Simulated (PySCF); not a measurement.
Vertical excitations of a molecule C₄H₉B from TDDFT-PBE/def2-SVPD run with PySCF, as energy in eV (oscillator strength): 4.85 (0.000), 4.99 (0.001), 5.86 (0.297), 6.61 (0.001), 6.70 (0.003), 6.92 (0.013), 6.94 (0.061), 7.11 (0.030), 7.23 (0.019), 7.65 (0.015). Lowest triplet (TDA): 3.77 eV. The structure is a stationary point at B3LYP-D3(BJ)/def2-SVP. The values are those of a single conformer.

Q: Pick the molecule that these values belong to.
(A) C=CCBC
(B) C=CBCC
(C) C=CB(C)C

A: C, C=CB(C)C
